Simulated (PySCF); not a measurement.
**C₆ coefficients of unlike pairs at CAM-B3LYP**

Calculated with PySCF 2.14 from the dipole response of each species, C₆(A,B) = (3/π) ∫ α_A(iu) α_B(iu) du, in atomic units, from isotropic polarisabilities. For ions this is the dispersion term alone; charge-induced terms of lower order in 1/R come first.

```tsv
species	configuration	basis	relativity	α (bohr³)	C₆ (like pair)
O⁻	[He] 2s2 2p5 (2P)	aug-cc-pCVTZ-DK with one added diffuse shell each of s, p, d, f type (8s7p5d3f)	spin-free X2C	33.42	162.1
Mo	[Kr] 4d5 5s1 (7S)	aug-cc-pwCVDZ-PP with ECP28MDF (6s6p5d3f)	core potential	80.05	813.3
N	[He] 2s2 2p3 (4S)	dyall-av2z (11s7p2d)	none	7.061	23.63
```

(1) Estimate C₆ for N with O⁻.

No spin-orbit coupling is included.

The other pairs:

```tsv
pair	C₆
Mo, O⁻	360.7
N, Mo	121.9
```

Results:

(1) The integral gives 57.05. The combination rule 2 C_A C_B / (C_A α_B/α_A + C_B α_A/α_B) gives 52.45 and the geometric mean 61.89.
